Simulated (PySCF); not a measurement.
The dipole of `CC(=O)[SiH2]/C(=C\C=O)F` from its density and from atomic charges.

Coordinates (GFN2-xTB, Å) and charges (e) from the PBE0/pcSseg-1 density (PySCF):

```json
{"atom": "C1", "x": "-1.207", "y": "-2.237", "z": "0.355", "Mulliken": "-0.2583", "IAO": "-0.4762", "Hirshfeld": "-0.1244", "ESP-fitted": "-0.5359"}
{"atom": "C2", "x": "-1.031", "y": "-0.844", "z": "-0.169", "Mulliken": "-0.0379", "IAO": "+0.1826", "Hirshfeld": "+0.0894", "ESP-fitted": "+0.6031"}
{"atom": "O3", "x": "-1.926", "y": "-0.037", "z": "-0.210", "Mulliken": "-0.3533", "IAO": "-0.3938", "Hirshfeld": "-0.2324", "ESP-fitted": "-0.4888"}
{"atom": "Si4", "x": "0.764", "y": "-0.441", "z": "-0.782", "Mulliken": "+0.6466", "IAO": "+0.6759", "Hirshfeld": "+0.2830", "ESP-fitted": "+0.1325"}
{"atom": "C5", "x": "0.883", "y": "1.440", "z": "-1.004", "Mulliken": "+0.0822", "IAO": "+0.1226", "Hirshfeld": "+0.0489", "ESP-fitted": "+0.3661"}
{"atom": "F6", "x": "1.100", "y": "1.920", "z": "-2.227", "Mulliken": "-0.2451", "IAO": "-0.2298", "Hirshfeld": "-0.0549", "ESP-fitted": "-0.1631"}
{"atom": "C7", "x": "0.674", "y": "2.281", "z": "0.025", "Mulliken": "-0.2009", "IAO": "-0.2625", "Hirshfeld": "-0.0862", "ESP-fitted": "-0.5522"}
{"atom": "C8", "x": "0.435", "y": "1.630", "z": "1.277", "Mulliken": "+0.3020", "IAO": "+0.2456", "Hirshfeld": "+0.1309", "ESP-fitted": "+0.5413"}
{"atom": "O9", "x": "0.539", "y": "0.416", "z": "1.405", "Mulliken": "-0.4526", "IAO": "-0.4220", "Hirshfeld": "-0.1729", "ESP-fitted": "-0.4984"}
{"atom": "H10", "x": "-0.627", "y": "-2.313", "z": "1.272", "Mulliken": "+0.1518", "IAO": "+0.1749", "Hirshfeld": "+0.0591", "ESP-fitted": "+0.1665"}
{"atom": "H11", "x": "-2.253", "y": "-2.455", "z": "0.561", "Mulliken": "+0.1330", "IAO": "+0.1627", "Hirshfeld": "+0.0513", "ESP-fitted": "+0.1522"}
{"atom": "H12", "x": "-0.802", "y": "-2.950", "z": "-0.358", "Mulliken": "+0.1367", "IAO": "+0.1585", "Hirshfeld": "+0.0551", "ESP-fitted": "+0.1460"}
{"atom": "H13", "x": "1.843", "y": "-1.085", "z": "-0.051", "Mulliken": "-0.0406", "IAO": "-0.1008", "Hirshfeld": "-0.0715", "ESP-fitted": "-0.0118"}
{"atom": "H14", "x": "0.806", "y": "-0.920", "z": "-2.182", "Mulliken": "-0.0937", "IAO": "-0.1482", "Hirshfeld": "-0.1000", "ESP-fitted": "-0.1227"}
{"atom": "H15", "x": "0.650", "y": "3.355", "z": "-0.057", "Mulliken": "+0.1200", "IAO": "+0.1748", "Hirshfeld": "+0.0633", "ESP-fitted": "+0.2281"}
{"atom": "H16", "x": "0.145", "y": "2.250", "z": "2.134", "Mulliken": "+0.1101", "IAO": "+0.1357", "Hirshfeld": "+0.0613", "ESP-fitted": "+0.0371"}
```

Q: Compute μ = Σ q r for each scheme (1 e·Å = 4.803 D) and compare with the dipole of the full density.

A: The full density gives (1.32, 0.35, 1.23) D, 1.84 D in size; dipole vectors point from the negative to the positive end.

```csv
scheme,μx,μy,μz,size (D),share of the full size (%),angle to the full dipole (°)
Mulliken,2.50,-2.25,1.66,3.75,204,49
IAO,2.13,-0.70,1.55,2.73,148,27
Hirshfeld,1.21,0.44,0.95,1.59,87,7
ESP-fitted,1.32,0.31,1.25,1.84,100,1
```

Q: Which set comes closest?

A: Length of the difference vector: ESP-fitted 0.05 D, Hirshfeld 0.32 D, IAO 1.37 D, Mulliken 2.89 D. Closest: ESP-fitted. ESP charges are fitted to the potential around the molecule, whose slowest-falling term is the dipole's. The schemes that divide the density aren't constrained to reproduce the dipole.

Q: What is left for the Hirshfeld atoms' own dipoles?

A: The shares of the density sum to the whole, so what Σ q r misses lies in dipoles about the nuclei. The atomic dipoles sum to (1.32, 0.35, 1.23) − (1.21, 0.44, 0.95) = (0.11, -0.09, 0.28) D, 0.32 D in size.

Q: With the origin at the mean of the coordinates, (0.000, 0.001, -0.001) Å, which are the largest single terms, by size, of the Hirshfeld dipole along the direction of the full one?

A: O3 +1.70, O9 -1.17, C8 +0.93, C1 +0.63, H16 +0.58 D; all 16 atoms together +1.58 D. The single terms depend on the origin, their sum doesn't.

Q: Give the size of the full dipole in other units.

A: 1.84 D = 0.723 au = 0.383 e·Å = 6.13 × 10⁻³⁰ C·m.

One conformer (not necessarily the lowest) at the GFN2-xTB geometry, without solvent, vibrations or thermal averaging.

Shape of the structure used: `[CH3:1][C:2](=[O:3])[SiH2:4]/[C:5]([F:6])=[CH:7]\[CH:8]=[O:9]`: C1–C2–Si4–C5 -167°, C2–Si4–C5–F6 -116°, C5–C7–C8–O9 6°.
